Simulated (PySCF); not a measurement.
Polarisability and C₆ of K⁺ (potassium, charge +1)

[Ar], closed-shell 1S. Computed with PySCF 2.14 in def2-TZVPPD, with the non-relativistic Hamiltonian (point nucleus). Coupled (time-dependent) response in atomic units; α is the mean over directions.

| method | mean α (bohr³) | C₆ (like pair) | S(−4) |
| --- | --- | --- | --- |
| UHF | 5.176 | 21.75 | 4.865 |
| PBE | 5.386 | 22.60 | 5.673 |
| PBE0 | 5.287 | 22.16 | 5.311 |
| BLYP | 5.424 | 22.75 | 5.835 |
| r2SCANh | 5.264 | 22.59 | 4.987 |

S(−4) is the Cauchy moment in α(ω) = α(0) + S(−4) ω² + …

α(iu) at UHF:

```csv
u (hartree),α(iu) (bohr³)
0,5.176
0.0500,5.164
0.100,5.128
0.200,4.990
0.300,4.777
0.500,4.215
0.750,3.450
1.00,2.772
1.50,1.802
2.00,1.224
3.00,0.6478
5.00,0.2630
```

A single London oscillator, α(iu) = α/(1 + u²/ω²), gives C₆ = (3/4) ω α². Matching the computed C₆ needs ω = 4 × 21.75 / (3 × 5.176²) = 1.08 hartree.

For an ion, C₆ is the dispersion term alone; charge-induced terms of lower order in 1/R come first.
